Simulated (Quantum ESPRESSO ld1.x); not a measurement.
Problem. The mean radii <r> (bohr) of the occupied orbitals of an atom or ion are listed with their occupations. Method: Dirac Kohn-Sham, PBE, spin-unpolarised, spherical densities, point nucleus; computed with ld1.x of Quantum ESPRESSO 7.5.

| orbital | occ. | <r> |
|---|---|---|
| 1s1/2 | 2 | 0.01658 |
| 2s1/2 | 2 | 0.06922 |
| 2p1/2 | 2 | 0.05692 |
| 2p3/2 | 4 | 0.06559 |
| 3s1/2 | 2 | 0.1800 |
| 3p1/2 | 2 | 0.1703 |
| 3p3/2 | 4 | 0.1862 |
| 3d3/2 | 4 | 0.1620 |
| 3d5/2 | 6 | 0.1668 |
| 4s1/2 | 2 | 0.3982 |
| 4p1/2 | 2 | 0.4000 |
| 4p3/2 | 4 | 0.4336 |
| 4d3/2 | 4 | 0.4393 |
| 4d5/2 | 6 | 0.4500 |
| 5s1/2 | 2 | 0.8400 |
| 4f5/2 | 6 | 0.4643 |
| 4f7/2 | 8 | 0.4700 |
| 5p1/2 | 1 | 0.8779 |
| 5p3/2 | 2 | 0.9372 |

Name the element and its charge. Open shells, if any, are shared by 2j + 1.

Solution. Z = 80, mercury, charge +15: Hg15+ in [Kr] 4d10 4f14 5s2 5p3. The 1s radius gives Z: for a bare nucleus <r> = (2 gamma + 1)/(2Z) with gamma = sqrt(1 - (Z/c)^2), 0.0164 bohr for Z = 80, and screening makes it slightly larger (0.01658 here). The occupations add up to 65, and the charge is Z minus that.
